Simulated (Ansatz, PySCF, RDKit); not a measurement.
Torsion H3–Si1–S2–H4 in H2SSi (SMILES [SiH]S); at each angle all else is relaxed with GFN2-xTB, and the levels are single points there.
Geometry at 180° (charge 0, multiplicity 1):
```xyz
4

Si     0.992     0.697    -0.443
S     -0.987     0.465     0.414
H      1.496    -0.508     0.247
H     -1.532     1.530    -0.161
```

On the grid 0° to 330°, 90° is the highest and 180° the lowest point at CCSD(T)/CBS(cc-pV(T+d)Z, cc-pV(Q+d)Z).

Frozen-core correlation. Rows in STO-3G carry no dispersion term and start afresh at each structure.

Run with Ansatz (Gaussian orbitals); PySCF for STO-3G rows; RDKit for the force fields. 

Problem. What is the computed energy at 90° less that at 180° (HF/STO-3G)?

Solution. 64 kJ/mol

Problem. Predict the energy at 90° less that at 180° from UFF.

Solution. 158 kJ/mol

Problem. Estimate the energy at 90° less that at 180° that MP2/cc-pV(D+d)Z returns for this input.

Solution. 82 kJ/mol

Ansatz is a program for electronic structure.
